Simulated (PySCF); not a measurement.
## Levels of Sb⁴⁸⁺ from EOM-EA-GCCSD

Reference: closed-shell Sb⁴⁹⁺, 1s2; one electron is added. Calculated with PySCF 2.14, two-component X2C-1e with screened spin-orbit coupling, an uncontracted even-tempered set (16 s from 12 bohr⁻², ratio 2.6; 12 p from 16 bohr⁻², ratio 2.6; 6 d from 16 bohr⁻², ratio 2.8; 3 f from 690 bohr⁻², ratio 2.8); frozen nothing; the 32 highest virtual spinors dropped; of the others 52 kept and the rest restored at second order. No Breit or QED terms. Binding energies in eV.

```csv
level,Koopmans,second order,EOM-CCSD
2s1/2,8676.1,8676.3,8676.3
2p1/2,8568.7,8569.1,8569.1
2p3/2,8269.6,8269.9,8269.9
```

Electric-dipole lines between these computed levels:

```csv
lower,upper,ΔE (eV),vacuum wavelength (nm)
2s1/2,2p1/2,107.15,11.57
2s1/2,2p3/2,406.34,3.051
```

For comparison, the ionisation energy of Sb⁴⁸⁺ is 8669.5 eV (theoretical estimate listed by NIST; NIST Atomic Spectra Database, ionization energies).

Only part of the computed levels is shown.
